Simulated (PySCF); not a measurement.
## Al (aluminium, neutral): r2SCAN0 calculation

Configuration: [Ne] 3s1 3p1 4s1, high-spin 4P determinant (an excited configuration). All numbers are calculated (PySCF 2.14, no relativity, point nucleus, in aug-cc-pV(Q+d)Z with one added diffuse shell each of s, p, d, f, g type (8s7p6d4f3g, 114 functions)).

```
Total energy                                                  : -242.0653 hartree
One-electron energy                                           : -334.0649 hartree
Hartree (Coulomb) energy                                      : 110.4210 hartree
Exchange-correlation energy                                   : -18.4214 hartree
Kinetic energy                                                : 241.43534 hartree
⟨S²⟩                                                          : 3.7500
⟨L²⟩                                                          : 2.066
Sum of ⟨r⟩                                                    : 17.53 bohr
Sum of ⟨r²⟩                                                   : 77.96 bohr²
Traceless quadrupole moment −½Σ⟨3z² − r²⟩ along its main axis : 0.544 e·bohr²
Density at the nucleus (Gaussians lack the cusp)              : 1380 bohr⁻³
Spin density at the nucleus                                   : 3.49 bohr⁻³
Langevin diamagnetic susceptibility                           : -61.7 ×10⁻⁶ cm³/mol
Time after the integrals                                      : roughly 5 core-seconds
```

```csv
shell,electrons,mean orbital energy (hartree),spread (hartree),"rms radius, mean of both spins (bohr)"
1s α,1,-56.69308,0,0.140
1s β,1,-56.68353,0,0.140
2s α,1,-4.50843,0,0.682
2s β,1,-4.49511,0,0.682
2p α,3,-2.99329,0.00314,0.677
2p β,3,-2.98048,0.01414,0.677
3s α,1,-0.49862,0,2.53
3p α,1,-0.28044,0,3.11
4s α,1,-0.07734,0,7.62
```

The outer electron is Rydberg-like, and this basis confines it to a smaller radius and binds it less than a complete one would.
